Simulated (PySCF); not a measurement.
C4H9FSi. Atoms are numbered in the order given.

```xyz
15

C      2.8793     0.4152     0.0288
C      1.5355     0.1680    -0.5919
C      0.4253    -0.1541     0.0777
F      0.4775    -0.2726     1.4362
Si    -1.2946    -0.4682    -0.6247
C     -2.5243     0.6841     0.1993
H      3.2375     1.4316    -0.2044
H      2.8350     0.3016     1.1204
H      3.6286    -0.2902    -0.3672
H      1.4406     0.2536    -1.6799
H     -1.6729    -1.8890    -0.3655
H     -1.2159    -0.2454    -2.0983
H     -2.2918     1.7347    -0.0351
H     -3.5553     0.4743    -0.1261
H     -2.4746     0.5586     1.2926
```
Charge 0, spin multiplicity 1.

Geometry: ωB97X-D3(BJ)/def2-SVP. The structure was generated by enumeration; whether it is a known compound was not checked. The values are those of a single conformer.

All values below come from ωB97X-D3(BJ)/def2-SVP (PySCF 2.14.0).

Frequencies are harmonic and unscaled.

Computed normal modes with their intensities:
| mode | ν (cm⁻¹) | IR (km/mol) | moving atoms (share of kinetic energy) |
|---|---|---|---|
| 1 | 57 | 1.2 | C 41 %, H 26 %, F 25 % |
| 2 | 106 | 0.2 | C 53 %, H 31 %, F 10 % |
| 3 | 132 | 0.0 | H 93 % |
| 4 | 149 | 0.0 | H 82 %, C 13 % |
| 5 | 197 | 0.4 | H 44 %, C 31 %, F 13 %, Si 11 % |
| 6 | 240 | 3.6 | C 49 %, H 27 %, F 15 %, Si 9 % |
| 7 | 293 | 6.2 | F 40 %, C 36 %, H 19 % |
| 8 | 426 | 10.7 | Si 46 %, C 29 %, H 16 %, F 9 % |
| 9 | 495 | 14.0 | H 75 %, C 12 %, Si 10 % |
| 10 | 533 | 3.1 | C 57 %, H 37 % |
| 11 | 696 | 12.0 | H 66 %, C 24 %, Si 9 % |
| 12 | 712 | 17.7 | H 53 %, C 30 %, Si 14 % |
| 13 | 752 | 2.4 | C 40 %, H 31 %, F 25 % |
| 14 | 762 | 59.8 | H 56 %, C 26 %, Si 18 % |
| 15 | 859 | 5.2 | H 90 %, C 8 % |
| 16 | 892 | 38.2 | H 78 %, C 17 % |
| 17 | 915 | 275.6 | H 79 %, C 11 %, Si 10 % |
| 18 | 962 | 89.7 | H 95 % |
| 19 | 993 | 34.7 | H 52 %, C 39 % |
| 20 | 1059 | 0.9 | H 63 %, C 37 % |
| 21 | 1083 | 58.9 | C 66 %, H 20 %, F 11 % |
| 22 | 1186 | 36.3 | C 58 %, H 34 % |
| 23 | 1284 | 28.4 | H 78 %, C 22 % |
| 24 | 1316 | 20.1 | H 65 %, C 31 % |
| 25 | 1406 | 1.4 | H 72 %, C 27 % |
| 26 | 1441 | 4.9 | H 96 % |
| 27 | 1446 | 3.1 | H 96 % |
| 28 | 1465 | 6.0 | H 95 % |
| 29 | 1473 | 9.2 | H 96 % |
| 30 | 1781 | 14.2 | C 95 % |
| 31 | 2250 | 139.2 | H 96 % |
| 32 | 2253 | 102.7 | H 97 % |
| 33 | 3067 | 23.5 | H 97 % |
| 34 | 3071 | 2.7 | H 97 % |
| 35 | 3144 | 11.1 | H 91 %, C 9 % |
| 36 | 3176 | 2.0 | H 91 %, C 9 % |
| 37 | 3177 | 3.4 | H 91 %, C 9 % |
| 38 | 3190 | 2.6 | H 91 %, C 9 % |
| 39 | 3209 | 5.6 | H 92 %, C 8 % |
